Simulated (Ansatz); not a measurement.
Start from `O=CC(O)[SiH3]` and change one atom or group to get `OC([SiH3])S`.

Ansatz, PBE0-D4/def2-TZVP geometries, multiplicity 1. Each molecule was computed in one conformer, which needn't be the lowest.

```tsv
property	`O=CC(O)[SiH3]`
LUMO energy (PBE0/def2-TZVPP) / eV	-1.18
HOMO–LUMO gap (PBE/def2-TZVPP) / eV	4.08
HOMO energy (PBE/def2-TZVPP) / eV	-6.35
size of the dipole moment (PBE/def2-TZVPP) / D	2.08
HOMO–LUMO gap (PBE0/def2-TZVPP) / eV	6.64
ideal-gas entropy at 298 K and 1 bar (rigid rotor, harmonic PBE0-D4/def2-TZVP) / J/(mol·K)	333
```

(1) What does the change do to each property? (An estimate is asked.)

Results:

(1) Ansatz gave: 
| property | `OC([SiH3])S` | shift |
| --- | --- | --- |
| LUMO energy (PBE0/def2-TZVPP) / eV | -0.04 | 1.14 |
| HOMO–LUMO gap (PBE/def2-TZVPP) / eV | 5.11 | 1.03 |
| HOMO energy (PBE/def2-TZVPP) / eV | -6.03 | 0.32 |
| size of the dipole moment (PBE/def2-TZVPP) / D | 2.04 | -0.04 |
| HOMO–LUMO gap (PBE0/def2-TZVPP) / eV | 7.23 | 0.59 |
| ideal-gas entropy at 298 K and 1 bar (rigid rotor, harmonic PBE0-D4/def2-TZVP) / J/(mol·K) | 334 | 1 |

With PBE0 the HOMO rises by 0.55 eV and the LUMO rises by 1.14 eV, so the gap widens by about 0.59 eV. PBE moves the HOMO by 0.32 eV and ωB97M-V by 0.60 eV. The zero-point energy changes by -27.6 kJ/mol with -3 modes. Dipoles are sizes alone; their direction can turn.
